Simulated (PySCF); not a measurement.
Bonds: Si1-O2, Si1-C7, Si1-C11, Si1-C15, O2-C3. C3 carries H4, H5, H6; C7 carries H8, H9, H10; C11 carries H12, H13, H14; C15 carries H16, H17, H18.

Geometry: PBE0-D3(BJ)/def2-SVP; GIAO absolute shieldings from PySCF 2.14.0 with density-fitted response routines, gas phase, non-relativistic, averaged over equivalent atoms.

At PBE0/pcSseg-1 (169 basis functions, 37 s wall time on 1 thread of an Intel Xeon Platinum 8259CL, shared host):
```csv
atoms,σ (ppm)
Si1,329.4
O2,314.9
C3,133.4
C7/C11/C15,186.0
H4/H5/H6,27.78
H8/H9/H10/H12/H13/H14/H16/H17/H18,31.22
```

Problem. Predict the values at B3LYP/pcSseg-1 on the same geometry.

Solution. 
```
                            atoms  σ at B3LYP/pcSseg-1  change
                              Si1                318.5   -10.9
                               O2                308.9    -6.0
                               C3                127.5    -5.9
                       C7/C11/C15                181.1    -4.9
                         H4/H5/H6                27.84   +0.06
H8/H9/H10/H12/H13/H14/H16/H17/H18                31.34   +0.12
```

The largest change is at Si1 (silicon bonded to 3 C, O). Cost: 169 basis functions, 24 s wall time on 1 thread of an Intel Xeon Platinum 8259CL, shared host.
